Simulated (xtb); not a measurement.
xtb input (GFN2-xTB):

```bash
xtb mol.xyz --gfn 2 --ohess tight --chrg 0 --uhf 0
```
mol.xyz:
```
18

C      2.45153765    -0.44637910    -0.48164293
C      1.63710502    -0.32036762     0.80490387
C      0.32050556    -0.06108754     0.87268035
C     -0.66399999     0.16629008    -0.23178682
C     -1.31055949     1.53743711    -0.11673605
C     -1.76524101    -0.95072701    -0.18777424
H      1.90285453    -0.29501817    -1.33495948
H      3.20102724     0.28272763    -0.43956825
H      2.89400527    -1.39490698    -0.47150895
H      2.16993005    -0.45514475     1.73557891
H     -0.11588009    -0.00146716     1.88601536
H     -0.19634818     0.04380039    -1.18483762
H     -2.00525936     1.70659400    -0.92377418
H     -1.81386620     1.68622830     0.79474048
H     -0.57902402     2.33838162    -0.16042731
H     -2.47509395    -0.78601275    -0.99383232
H     -1.30161040    -1.92376419    -0.29141887
H     -2.35974589    -0.91027277     0.74006498
```

End of the output:

```
   ------------------------------------------------------------------------
    298.15    0.923846E-02    0.171723E+00    0.415502E-01    0.130172E+00
   ------------------------------------------------------------------------

         :::::::::::::::::::::::::::::::::::::::::::::::::::::
         ::                  THERMODYNAMIC                  ::
         :::::::::::::::::::::::::::::::::::::::::::::::::::::
         :: total free energy         -18.810399438117 Eh   ::
         ::.................................................::
         :: total energy              -18.940571854721 Eh   ::
         :: zero point energy           0.162484176810 Eh   ::
         :: G(RRHO) w/o ZPVE           -0.032311760206 Eh   ::
         :: G(RRHO) contrib.            0.130172416605 Eh   ::
         :::::::::::::::::::::::::::::::::::::::::::::::::::::

optimized geometry written to: xtbopt.xyz

           -------------------------------------------------
          | TOTAL ENERGY              -18.940571854721 Eh   |
          | TOTAL ENTHALPY            -18.768849220651 Eh   |
          | TOTAL FREE ENERGY         -18.810399438117 Eh   |
          | GRADIENT NORM               0.000269218009 Eh/α |
          | HOMO-LUMO GAP               5.262001861544 eV   |
           -------------------------------------------------

------------------------------------------------------------------------
------------------------------------------------------------------------
 total:
 SCF:
 ANC optimizer:
 analytical hessian:
```
